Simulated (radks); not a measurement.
Excited configurations of O I: one electron is placed in a higher orbital outside [He] 2s2 2p3. The ground configuration is [He] 2s2 2p4. Calculated with a radial shooting solver on a logarithmic mesh with Libxc functionals: Dirac Kohn-Sham, BLYP, spin-unpolarised, spherical densities, point nucleus; open shells fill j = l - 1/2 first. Excitation = E - E(ground); binding = E(ion) - E, where the ion is the core of charge +1; n* = 1/sqrt(2 binding) in atomic units, and the quantum defect is n - n*.

outer orbital  excitation (eV)  binding (eV)     n*  quantum defect  eigenvalue (eV)  <r> (bohr)
7s1/2                   15.845         0.563  4.917           2.083           -0.375       45.19
7d3/2                   15.992         0.416  5.717           1.283           -0.286       63.95
7f5/2                   16.015         0.393  5.887           1.113           -0.266       65.10

The Delta-SCF ionisation energy is 16.408 eV (NIST Atomic Spectra Database: 13.618 eV, measured). Self-interaction in the functional shifts the binding energies and quantum defects, so they are the method's values and not measured ones. Spin polarisation and multiplet splitting are left out, so open shells lie too high by an amount that depends on their filling.

Beside tabulated values, note that spin-unpolarised runs miss the spin-polarisation part of the exchange energy of open shells.
